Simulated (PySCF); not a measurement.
Species: SnCl3(NHMe), CH₄Cl₃NSn.
Z-matrix (Å and degrees, PBE0-D3(BJ)/def2-SVP geometry), rows numbered from 1:
```
Sn
Cl  1  2.3226
Cl  1  2.3218  2  111.20
Cl  1  2.3356  2  108.54  3  -116.39
N   1  2.0070  2  109.64  3   118.98
C   5  1.4528  1  117.36  2   174.27
H   5  1.0181  1  111.60  2    41.39
H   6  1.1062  5  115.07  1   -67.39
H   6  1.1013  5  109.56  1    54.18
H   6  1.1016  5  109.42  1   170.88
```

The calculation used TDDFT wB97X-D/def2-SVPD, vertical, gas phase, core orbitals frozen in the response, def2 core potentials past Kr in PySCF 2.14.0, density-fitted response routines. Spin–orbit coupling is left out.

Lowest singlets, with some entries withheld (?).

```csv
state,E (eV),f,"main configurations (H = HOMO, L = LUMO)"
S1,4.29,0.035,H→L (95%)
S2,5.56,0.0020,H-1→L (93%)
S3,5.75,0.023,H-2→L (86%)
S4,5.82,0.024,"H-3→L (80%), H-6→L (12%)"
S5,5.94,0.056,H-4→L (83%)
S6,?,0.036,"H-6→L (60%), H-5→L (24%), H-3→L (8%)"
S7,?,0.053,"H-5→L (59%), H-6→L (21%)"
S8,?,0.0033,H→L+2 (91%)
S9,?,0.018,"H→L+1 (81%), H→L+4 (9%)"
S10,?,0.0076,"H-7→L (43%), H→L+3 (39%)"
```

Task: Fill in the withheld entries.

Result: 
- S6: E = 6.02 eV
- S7: E = 6.05 eV
- S8: E = 6.71 eV
- S9: E = 6.79 eV
- S10: E = 7.19 eV

Task: Where do the lowest triplets lie (Tamm–Dancoff)?

Result: T1 3.77 eV, H→L (92%); T2 5.18 eV, H-1→L (94%); T3 5.28 eV, H-2→L (92%); T4 5.35 eV, H-3→L (92%). E(S1) − E(T1) = +0.52 eV.

Task: What is the vertical ionisation energy by ΔSCF at this level?

Result: 9.77 eV; −ε(HOMO) is 9.70 eV.

Task: What is the mean static polarisability from the same response equations?

Result: 100.0 au (14.82 Å³), with principal values 95.3, 98.0 and 106.8 au.

Hardware: Arm Neoverse V1, one thread, no GPU, shared host with 32 logical CPUs at a one-minute load of 24. Cost: 1.8 min (with the writing of density and orbital grids), 0.97 GiB resident at most.
